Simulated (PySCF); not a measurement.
CH2GaNO3, SMILES O=C=[N][Ga]([OH])[OH].

Geometry optimised at r2SCAN-D4/def2-SVP. One conformer was computed; it need not be the lowest.

Calculation: PySCF with PBE/def2-TZVP.

Symmetry labels are those of the subgroup Cs that the program uses (full group Cs).

**Question.** List the valence orbital energies around the gap with their symmetry. (An estimate is asked for; the answer gives what the named calculation found.)

**Answer.** 
| orbital | symmetry | energy (eV) |
|---|---|---|
| HOMO−7 | A" | -11.24 |
| HOMO−6 | A' | -11.21 |
| HOMO−5 | A' | -8.80 |
| HOMO−4 | A' | -8.63 |
| HOMO−3 | A" | -8.32 |
| HOMO−2 | A" | -7.59 |
| HOMO−1 | A" | -7.37 |
| HOMO | A' | -7.27 |
| LUMO | A' | -2.00 |
| LUMO+1 | A" | -1.46 |
| LUMO+2 | A' | -0.34 |
| LUMO+3 | A' | 0.64 |
